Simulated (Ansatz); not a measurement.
Reactions of C$_{3}$H$_{7}$NO (`COC(C)=N`).

Program: Ansatz. Geometries: PBE0-D4/def2-TZVP. ΔE: electronic, gas phase. CBS: MP2 limit from def2 TZ/QZ plus the TZ coupled-cluster correction, frozen cores. This one scheme is used for every species. DFT in def2-TZVPP. def2 core potentials past Kr. For Br, In outer-core shells are correlated without core-valence functions, which leaves a few kJ/mol of doubt a bond. Scalar relativity is left out up to krypton. Each species was taken in one conformer, which may not be the lowest.

| reaction | PBE0-D4 (kJ/mol) | CCSD/CBS(def2) (kJ/mol) | ωB97M-V (kJ/mol) | ωB97X-V (kJ/mol) | CCSD(T)/CBS(def2) (kJ/mol) |
| --- | --- | --- | --- | --- | --- |
| `COC(C)=N` + `N[SiH](F)S` → `CS[SiH](N)F` + `COC=N` | 37 | 38 | 38 | 38 | 37 |
| `COC(C)=N` + H₂S → `CC(=N)S` + CH₃OH | 32 | 32 | 38 | 40 | 30 |
| `COC(C)=N` + `NC(=O)[SiH2]Cl` → `CNC(=O)[SiH2]Cl` + `CC(=N)O` | -28 | -25 | -24 | -24 | -26 |
| `COC(C)=N` + `N=CO` → `C/N=C/O` + `COC=N` | 47 | 49 | 49 | 47 | 49 |
| `COC(C)=N` + `[OH][InH][Br]` → `C[O][InH][Br]` + `CC(=N)O` | 7 | 9 | 9 | 9 | 10 |

Largest T1 diagnostic: 0.015, for `NC(=O)[SiH2]Cl`.
